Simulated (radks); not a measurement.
Fractional charge and spin in the 3p shell of scandium: the spin-up occupation runs from 2 to 3 and the spin-down occupation from 2 to 3; the fullest corner is Sc2+, [Ne] 3s2 3d(up 0.5, down 0.5) 3p(up 3, down 3). Method: non-relativistic Kohn-Sham, r2SCAN, spin-polarised, spherical densities, point nucleus; meta-GGA in the generalised Kohn-Sham scheme; computed with a radial shooting solver on a logarithmic mesh with Libxc functionals. Energy (eV) above the fullest corner. The planes named below are the two flat planes that join the four corners, with an edge along up + down = one added electron.

\begin{tabular}{lrrr}
down \ up & 2 & 2.5 & 3 \\ \hline
2 & 133.675 & 93.469 & 57.596 \\
2.5 & 93.469 & 58.058 & 26.812 \\
3 & 57.596 & 26.812 & 0.000 \\
\end{tabular}

Corners above the fullest one (they belong to Sc3+ and the next ion): (up 3, down 2) 57.596 eV, (up 2, down 3) 57.596 eV, (up 2, down 2) 133.68 eV. With half an added electron in each spin the energy lies 0.462 eV from the planes, and with half an added electron in spin up alone -2.167 eV. The planes are only a guide here: the flat-plane condition holds for ground states with one frontier orbital, while this shell lies below other occupied shells, so the corners above the fullest one are inner-hole states and not the ground states of those ions.
